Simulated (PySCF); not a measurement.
Magnetic susceptibility: SMILES C#CC1=CC=C[C@@H]1OC, C8H8O

Geometry:
```csv
atom,x (Å),y (Å),z (Å)
C1,1.764,-2.360,0.242
C2,1.359,-1.231,0.137
C3,0.902,0.084,0.007
C4,1.642,1.212,0.060
C5,0.793,2.363,-0.145
C6,-0.470,1.965,-0.337
C7,-0.540,0.462,-0.315
O8,-1.549,0.011,0.551
C9,-1.871,-1.351,0.422
H10,2.108,-3.346,0.343
H11,2.703,1.262,0.230
H12,1.153,3.376,-0.134
H13,-1.344,2.567,-0.488
H14,-0.744,0.106,-1.346
H15,-1.031,-1.993,0.703
H16,-2.706,-1.527,1.098
H17,-2.175,-1.590,-0.605
```

Level of theory: GIAO B3LYP/pcSseg-1 magnetisability, rotational g tensor and spin-rotation constants, non-relativistic, gas phase in PySCF 2.14.0. Geometry: GFN2-xTB.

Question: How diamagnetic is it, and how anisotropic?

Answer: Isotropic -1192 × 10⁻³⁰ J/T², or -71.8 × 10⁻⁶ cm³/mol; principal values -1377, -1166, -1031 × 10⁻³⁰ J/T², anisotropy 302 × 10⁻³⁰ J/T² (root of half the summed squared differences of the principal values). The susceptibility is in cgs units.

Question: Split it along the inertial axes a, b, c into diamagnetic and paramagnetic parts about the centre of mass, with the quadrupole moment.

Answer: 
| axis | χ (10⁻⁶ cm³/mol) | diamagnetic (10⁻⁶ cm³/mol) | paramagnetic (10⁻⁶ cm³/mol) | summed x² of all electrons (Å²) | quadrupole Θ (D Å) |
| --- | --- | --- | --- | --- | --- |
| a | -70.4 | -658.0 | 587.6 | 171.2 | +9.31 |
| b | -64.7 | -803.9 | 739.1 | 136.8 | -1.26 |
| c | -80.1 | -1306.4 | 1226.2 | 18.3 | -8.05 |

Anisotropies 2χaa − χbb − χcc = +3.9 and 2χbb − χaa − χcc = +21.1 × 10⁻⁶ cm³/mol. Θ is traceless in Buckingham's convention.

Question: And the rotational g tensor?

Answer: 
```
axis  rotational constant (GHz)        g  nuclear part  electronic part
   a                     2.1753  -0.0255        0.5749          -0.6004
   b                     1.7264  -0.0198        0.5796          -0.5995
   c                     0.9974  -0.0024        0.5722          -0.5746
```
Asymmetric top; isotopes 12C, 1H, 16O; no vibrational averaging.
